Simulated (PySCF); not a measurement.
**What settings do to a single point of PbH4**

The sound run of PbH4 (singlet) uses PySCF 2.14.0, RKS PBE0, Pb def2-SVP with ECP60, H def2-SVP; non-relativistic Hamiltonian with scalar-relativistic core potentials where named; density fitting; no spin-orbit coupling, grid (50, 194), threshold 1e-8 Eh and 55 cycles, at the relaxed geometry:

```xyz
5

Pb    0.0078    0.3729    0.0000
H    -0.0134   -0.6421    1.4346
H    -0.0134   -0.6421   -1.4346
H     1.4627    1.3582    0.0000
H    -1.4050    1.4179    0.0000
```

There Pb1 has a Mulliken charge of 0.22 e and the dipole about the centre of mass is 0.00 D. Each run below changes one thing and starts from free metal ions and neutral atoms unless it says otherwise; with 55 cycles, smearing, a level shift and second-order steps follow where DIIS fails, and their cycles count. Energy shifts count from the sound run.

```tsv
change	outcome	cycles	energy shift (eV)	largest force component (eV/Å)	charge on Pb1 (e)	dipole about the centre of mass (D)
H4 put 0.8 Å from Pb1, limit 69 cycles	converged	7	33.94	133.31	0.75	1.04
all coordinates × 1.12	converged	6	0.84	1.42	0.23	0.00
start from a density of up to 30 smeared cycles (not counted)	converged	4	0.0000	0.00	0.22	0.00
spin (2S) set to 1, limit 95 cycles	refused	–	–	–	–	–
```

Q: How does the run with this change end: grid (40, 110)?

A: outcome converged, cycles 6, energy shift (eV) -0.0007, largest force component (eV/Å) 0.01, charge on Pb1 (e) 0.22, dipole about the centre of mass (D) 0.00.

Unsound on purpose, so not properties of the compound: H4 put 0.8 Å from Pb1, limit 69 cycles.

Forces carry noise of the integration grid, about 0.01 to 0.03 eV/Å.
